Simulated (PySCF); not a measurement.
H₃Ga (SMILES [GaH3]), singlet, at a GFN2-xTB geometry (such geometries of metal compounds can be far from the true shape). Base run: M062X/def2-SV(P) (PySCF).

The PySCF input:
```python
from pyscf import gto, scf, dft

mol = gto.M(
    atom='''
Ga    0.00000000   -0.00000000    0.00000000
H     0.66218224   -0.42756453    1.35383279
H    -0.30059287    1.51137788   -0.28202977
H    -0.36158937   -1.08381336   -1.07180302
''',
    basis='def2-sv(p)',
    verbose=4,
)

mf = dft.RKS(mol)
mf.xc = 'm062x'
mf.kernel()
mf.analyze()
```

Each row names what was changed in the base input (with any setting that the change needs).

```json
[
 {"change": "base", "ΔE vs base (µEh)": "0.0", "grid points": "50328", "electrons on the grid": "34.00000"},
 {"change": "grids.atom_grid = (50, 194)", "ΔE vs base (µEh)": "-3044", "grid points": "26264", "electrons on the grid": "33.99998"},
 {"change": "grids.atom_grid = (75, 302)", "ΔE vs base (µEh)": "-116", "grid points": "57808", "electrons on the grid": "34.00000"},
 {"change": "grids.becke_scheme = stratmann", "ΔE vs base (µEh)": "-1.0", "grid points": "50328", "electrons on the grid": "34.00000"},
 {"change": "grids.radi_method = mura_knowles", "ΔE vs base (µEh)": "14.6", "grid points": "47520", "electrons on the grid": "34.00000"},
 {"change": "grids.atom_grid = (150, 974)", "ΔE vs base (µEh)": "8.6", "grid points": "321360", "electrons on the grid": "34.00000"},
 {"change": "grids.radi_method = delley", "ΔE vs base (µEh)": "-332", "grid points": "53176", "electrons on the grid": "34.00000"},
 {"change": "grids.level = 5", "ΔE vs base (µEh)": "8.9", "grid points": "115896", "electrons on the grid": "34.00000"},
 {"change": "grids.prune = dft.gen_grid.treutler_prune", "ΔE vs base (µEh)": "0.5", "grid points": "45376", "electrons on the grid": "34.00000"},
 {"change": "grids.level = 1", "ΔE vs base (µEh)": "450", "grid points": "14832", "electrons on the grid": "33.99999"},
 {"change": "grids.level = 7", "ΔE vs base (µEh)": "8.7", "grid points": "238968", "electrons on the grid": "34.00000"}
]
```
